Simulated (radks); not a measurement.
Spherical quantum dot in the effective-mass picture: electrons in a parabolic well V = omega^2 r^2 / 2 with omega = 1.27, all in effective atomic units (hartree* = m*/eps^2 hartree, bohr* = eps/m* bohr), one dielectric constant everywhere. Method: non-relativistic Kohn-Sham, PBEsol, spin-polarised, spherical densities; computed with a radial shooting solver with Libxc functionals. Levels are named by radial order and angular momentum (1s, 1p, 1d, 2s, ...), and open shells are averaged over m. Each electron was tried in the lowest free levels, single moves between levels near the top were tried too, and the lowest total energy was kept; such a search can miss a lower state. At N = 1 the Hartree and exchange-correlation terms need not cancel, so that row can carry a self-interaction error.

N	open shells	2S	E (hartree*)	mu = E(N) - E(N-1) (hartree*)	addition energy mu(N+1) - mu(N) (hartree*)	e(HOMO) (hartree*)	rms radius (bohr*)
1	1s(up 1, down 0)	1	1.92677	1.9268	0.8271	2.2465	1.091
2	none	0	4.68059	2.7538	1.686	3.0584	1.152
3	1p(up 1, down 0)	1	9.12077	4.4402	0.5302	4.7019	1.297
4	1p(up 2, down 0)	2	14.0912	4.9704	0.5380	5.2396	1.379
5	1p(up 3, down 0)	3	19.5995	5.5084	0.6851	5.7762	1.440
6	1p(up 3, down 1)	2	25.7930	6.1935	0.4862	6.4339	1.492
7	1p(up 3, down 2)	1	32.4728	6.6797	0.4935	6.9264	1.537
8	none	0	39.6460	7.1732	1.381	7.4195	1.577
9	1d(up 1, down 0)	1	48.2003	8.5543	0.4327	8.7706	1.635
10	1d(up 2, down 0)	2	57.1874	8.9871	0.4319	9.2034	1.684
11	1d(up 3, down 0)	3	66.6064	9.4190	0.4293	9.6341	1.728
12	1d(up 4, down 0)	4	76.4546	9.8483	0.4258	10.062	1.767
13	1d(up 5, down 0)	5	86.7287	10.274	0.5424	10.486	1.803
14	1d(up 5, down 1)	4	97.5451	10.816	0.4016	11.017	1.837
15	1d(up 5, down 2)	3	108.763	11.218	0.4015	11.419	1.868
16	1d(up 5, down 3)	2	120.383	11.620	0.3998	11.820	1.898
17	1d(up 5, down 4)	1	132.402	12.019	0.3974	12.218	1.926
18	none	0	144.819	12.417	0.5112	12.614	1.953
19	2s(up 1, down 0)	1	157.747	12.928	0.4532	13.129	1.979
20	none	0	171.128	13.381	0.9657	13.578	2.005
21	1f(up 1, down 0)	1	185.474	14.347	0.3600	14.527	2.035
22	1f(up 2, down 0)	2	200.181	14.707	0.3583	14.886	2.064
23	1f(up 3, down 0)	3	215.246	15.065	0.3564	15.244	2.091
24	1f(up 4, down 0)	4	230.668	15.421	0.3544	15.599	2.117
25	1f(up 5, down 0)	5	246.444	15.776	0.3523	15.952	2.142
26	1f(up 6, down 0)	6	262.572	16.128	-	16.304	2.165

All shells are closed at N = 2, 8, 18, 20 (there: 1s2 1p6 1d10 2s2); the second difference of the energy has clear peaks (12 % above both neighbours; the first and last values, which can be the largest, are not judged, and half-filled shells can peak too) at N = 2, 5, 8, 13, 18, 20.
